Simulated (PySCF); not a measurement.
FeO4, SMILES [O]=[Fe]1(=[O])[O][O]1, multiplicity 1. Atoms are numbered in the order given.

```xyz
5

Fe     0.0000     0.0000     0.2363
O      0.6872     0.0000    -1.3868
O     -0.6872     0.0000    -1.3868
O      0.0000    -1.3403     1.0027
O      0.0000     1.3403     1.0027
```

Geometry optimised at TPSSh-D3(BJ)/def2-SVP. The multiplicity is an assumed one; other spin states were not compared.

Two levels are set side by side: PBE/pcSseg-1 (PySCF) and B3LYP/pcSseg-1 (PySCF). GIAO shifts against H2O (¹⁷O) at the same level; non-relativistic, no solvent, atoms listed together averaged. Differences are taken from unrounded values.

```
quantity                 B3LYP
----------------------  ------
δ(¹⁷O) of O2, O3 (ppm)  1200.4
δ(¹⁷O) of O4, O5 (ppm)  1467.9
```

Q: What does PBE give, and how far is it from B3LYP? (Estimate from the structure and the level; the computed values follow.)

A: 
```csv
quantity,PBE,PBE minus B3LYP
"δ(¹⁷O) of O2, O3 (ppm)",890.3,-310.1
"δ(¹⁷O) of O4, O5 (ppm)",1096.5,-371.4
```

Rough cost on one machine, each run with all the roots and properties that it gave: B3LYP against PBE within a factor of 2.
